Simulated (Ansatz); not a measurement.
A structure relaxed at B3LYP-D4/def2-TZVPD in Ansatz, charge -1, doublet:

Cartesian coordinates in Å:
```
Ca -1.265 -0.832 1.222
Ca 0.269 0.194 -1.917
Si 0.996 0.638 0.695
```

**Question.** Give its formula and point group.

**Answer.** the cluster Ca2Si⁻. Point group C2v (tolerance 0.1 Å).

**Question.** Summarise the bond lengths by kind (pairs closer than 1.2 times the sum of covalent radii, bridged metal pairs left out).

**Answer.** 2 × Ca–Si 2.75 Å; 1 × Ca–Ca 3.64 Å.

The highest occupied level of the charge -1 doublet lies above zero (up to 0.09 eV). By energy differences its removal costs 1.07 eV (vertical, to the charge 0 triplet, at PBE0-D4/def2-TZVPD). The relaxation made no stability test and no search for a lower SCF solution. At B3LYP-D4/def2-TZVPD a quartet of charge -1 lies 0.19 eV below the doublet, each at its own geometry. The structure comes from a short search, and lower isomers may exist.
